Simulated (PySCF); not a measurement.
Worked example: entropy of an ideal gas

CH4NO, SMILES NC=[OH+], charge +1.

Geometry optimised at PBE-D3(BJ)/def2-TZVP. The isomer is the one that the SMILES or the coordinates give; other isomers of the formula were not compared. The values are those of a single conformer.

PBE-D3(BJ)/def2-TZVP (PySCF) gives the harmonic wavenumbers 545, 589, 672, 711, 1033, 1042, 1139, 1356, 1399, 1578, 1698, 3127, 3428, 3532, 3569 cm⁻¹ and the rotational temperatures 3.0063, 0.5111, 0.4368 K. The molar mass is 46.05 g/mol, the symmetry number 1, the spin multiplicity 1.

Problem. Work out the entropy at 298.15 K and 1 atm in the rigid-rotor, harmonic-oscillator model.

Solution. 
Translation (Sackur–Tetrode at 1 atm): S = R[1.5 ln M + 2.5 ln T − 1.16487] = 156.5 J/(mol K).
Rotation: q = (√π/σ) T^1.5/√(θA θB θC) = 11100, S = R[ln q + 3/2] = 89.9 J/(mol K).
Vibration: with u = 1.4388 ν/T, each mode gives R[u/(e^u − 1) − ln(1 − e^−u)]:
| ν (cm⁻¹) | modes | u | S (J/(mol K)) |
|---|---|---|---|
| 545 | 1 | 2.63 | 2.32 |
| 589 | 1 | 2.84 | 1.96 |
| 672 | 1 | 3.24 | 1.43 |
| 711 | 1 | 3.43 | 1.23 |
| 1033 | 1 | 4.98 | 0.34 |
| 1042 | 1 | 5.03 | 0.33 |
| 1139 | 1 | 5.50 | 0.22 |
| 1356 | 1 | 6.54 | 0.09 |
| 1399 | 1 | 6.75 | 0.08 |
| 1578 | 1 | 7.61 | 0.04 |
| 1698 | 1 | 8.19 | 0.02 |
The stiffer modes add less than 0.005 each. Sum 8.1 J/(mol K).
Spin: R ln 1 = 0.0 J/(mol K).
Total 254.5 J/(mol K); the program's own thermochemistry gives 254.5. Translation makes up 61 % and vibration 3 %. Anharmonicity, hindered rotation and orbital degeneracy are left out.
